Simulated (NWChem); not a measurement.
Species: CH3BrSn, singlet; SMILES [CH3][Sn][Br]

Computed with NWChem. Low-valent species are run as closed-shell singlets; no triplet was tried in these runs. The geometry was optimised at PBE0/def2-SVP. No frequency run checked for a minimum. def2 effective core potentials on Sn; no spin-orbit coupling. Ions are spin-unrestricted doublets at the neutral geometry; other ion states weren't tried.

### Question
What does the run give for PBE0/def2-SVP? Quantities: vertical ionisation energy, ΔSCF (eV); −ε(HOMO) (eV).

### Answer
The vertical ionisation energy, ΔSCF (eV) is 8.60. The −ε(HOMO) (eV) is 6.60.
